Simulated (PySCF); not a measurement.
NbF4, SMILES [F][Nb+]([F])([F])[F], charge +1, multiplicity 1. Atoms are numbered in the order given.

```xyz
5

Nb     0.0000     0.0000     0.0000
F      1.0317    -1.0317    -1.0317
F     -1.0317    -1.0317     1.0317
F     -1.0317     1.0317    -1.0317
F      1.0317     1.0317     1.0317
```
Charge +1, spin multiplicity 1.

The structure is a stationary point at PBE0-D3(BJ)/def2-SVP. The spin state was assumed, not searched. The isomer is the one that the SMILES or the coordinates give; other isomers of the formula were not compared. The def2 effective core potentials stand for the cores of Nb; spin–orbit coupling is left out.

Computed with ωB97X/def2-TZVPD in PySCF.

Gas-phase values at a fixed geometry.

```
Item                                                              Result
------------------------------------------------  ----------------------
total energy                                          -456.38880 hartree
point group                                                           Td
highest occupied level                                         -22.18 eV
lowest empty level                                              -7.59 eV
orbital gap                                                     14.59 eV
dipole moment about the centre of nuclear charge               0.000 e·Å
mean static polarisability                          32.3 bohr³ (4.78 Å³)
polarisability, principal values                  32.3, 32.3, 32.3 bohr³
```
